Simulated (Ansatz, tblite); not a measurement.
Forces on B₃F₃ at its PBE0-D4/def2-SVP geometry. Charge 0, multiplicity 1.

The xTB rows come from tblite. The restricted singlet is unstable towards broken spin symmetry in Hartree–Fock (as tested in another run); at PBE-D4/def2-TZVP this wasn't settled. The structure comes from a short search, and lower isomers may exist.

GFN1-xTB (tblite), largest force 2.96 eV/Å:

```xyz
6
positions Å, forces eV/Å
B    -0.486    0.959   -0.129    1.883   -0.890    1.914
B     0.529    0.141    0.733   -1.712   -0.456   -2.374
B     0.212   -1.032   -0.250    0.989    1.653    2.065
F    -0.224   -1.802   -1.181   -0.539   -0.619   -0.985
F     1.310    0.349    1.815    0.225    0.061    0.313
F    -1.341    1.385   -0.988   -0.845    0.251   -0.933
```

GFN2-xTB (tblite), largest force 2.07 eV/Å:

```
B 1.054 -0.684 0.977
B -1.194 -0.318 -1.655
B 0.433 1.078 1.081
F -0.216 -0.144 -0.343
F 0.196 0.053 0.274
F -0.273 0.015 -0.334
```

PBE-D4/def2-TZVP (Ansatz), largest force 0.58 eV/Å:

```
B 0.385 -0.221 0.372
B -0.253 -0.067 -0.351
B 0.176 0.368 0.404
F -0.168 -0.325 -0.373
F 0.210 0.057 0.292
F -0.350 0.189 -0.343
```
